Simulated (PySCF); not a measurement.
SMILES c1nccc(-c2sccn2)c1 (C8H6N2S), GFN2-xTB optimised geometry.

```
17

C      0.47    -2.94     0.00
C     -0.35    -1.82     0.00
C      0.25    -0.56     0.00
C     -0.57     0.63     0.00
N     -1.86     0.63     0.00
C     -2.38     1.87     0.00
C     -1.46     2.88     0.00
S      0.13     2.25     0.00
C      1.65    -0.50     0.00
C      2.36    -1.68     0.00
N      1.79    -2.88     0.00
H      0.05    -3.94     0.00
H     -1.42    -1.91     0.00
H     -3.44     1.99     0.00
H     -1.63     3.94     0.00
H      2.15     0.46     0.00
H      3.44    -1.68     0.00
```

Density from PBE/def2-SVP in PySCF 2.14.0 at that geometry.

Minimum of the electron density along straight lines between bonded atoms, close to the bond critical point (lines longer than 1.1 times the sum of covalent radii, or with two minima, are not listed):

```csv
bond,length / Å,ρ at the minimum / e bohr⁻³,∇²ρ there / e bohr⁻⁵,position (fraction from the first atom)
C1–C2,1.383,0.312,-0.78,0.50
C2–C3,1.397,0.302,-0.73,0.49
C3–C4,1.445,0.279,-0.67,0.49
C4–N5,1.291,0.371,-0.90,0.35
N5–C6,1.345,0.333,-0.97,0.64
C6–C7,1.362,0.320,-0.78,0.49
C4–S8,1.763,0.198,-0.35,0.46
C7–S8,1.714,0.216,-0.46,0.47
C3–C9,1.395,0.303,-0.74,0.51
C9–C10,1.384,0.311,-0.77,0.50
C1–N11,1.323,0.349,-1.02,0.36
C10–N11,1.322,0.350,-1.03,0.36
C1–H12,1.082,0.285,-1.09,0.64
C2–H13,1.078,0.284,-1.10,0.64
C6–H14,1.075,0.286,-1.11,0.64
C7–H15,1.071,0.284,-1.10,0.65
C9–H16,1.080,0.280,-1.05,0.63
C10–H17,1.082,0.285,-1.09,0.64
```
